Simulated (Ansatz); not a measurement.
The molecule NaAl, multiplicity 3 (an upper state: multiplicity 1 came lower at CCSD(T)/def2-TZVPP on PBE0 minima).

The constants come from a fifth-degree fit in 1/R (seven points, main isotopes). Runs in def2 and cc sets follow the lowest solution found near the PBE0 minimum.

The values were computed with Ansatz (Gaussian basis) for Hartree–Fock, density functionals and correlated methods. 

```json
[
 {"level": "PBE/def2-TZVPP", "r_e (Å)": "2.986", "ω_e (cm⁻¹)": "181", "ω_e x_e (cm⁻¹)": "1.4", "B_e (cm⁻¹)": "0.152", "D_e (eV)": "0.66", "dipole (D)": "4.15"},
 {"level": "PBE0/def2-TZVPP", "r_e (Å)": "2.973", "ω_e (cm⁻¹)": "186", "ω_e x_e (cm⁻¹)": "1.5", "B_e (cm⁻¹)": "0.154", "D_e (eV)": "0.62", "dipole (D)": "4.75"},
 {"level": "wB97X-V/def2-TZVPP", "r_e (Å)": "2.949", "ω_e (cm⁻¹)": "192", "ω_e x_e (cm⁻¹)": "2.0", "B_e (cm⁻¹)": "0.156", "D_e (eV)": "0.44", "dipole (D)": "5.48"},
 {"level": "CCSD/def2-TZVPP", "r_e (Å)": "2.989", "ω_e (cm⁻¹)": "181", "ω_e x_e (cm⁻¹)": "1.7", "B_e (cm⁻¹)": "0.152", "D_e (eV)": "0.47", "dipole (D)": "-"},
 {"level": "CCSD(T)/def2-TZVPP", "r_e (Å)": "2.980", "ω_e (cm⁻¹)": "185", "ω_e x_e (cm⁻¹)": "1.5", "B_e (cm⁻¹)": "0.153", "D_e (eV)": "0.52", "dipole (D)": "-"}
]
```

D_e counts from each atom's lowest state at the same level, without counterpoise or zero-point energy.

Correlated levels freeze the inner cores; with def2 sets outer-core shells near the valence are correlated too.

Ansatz is a program for electronic structure.
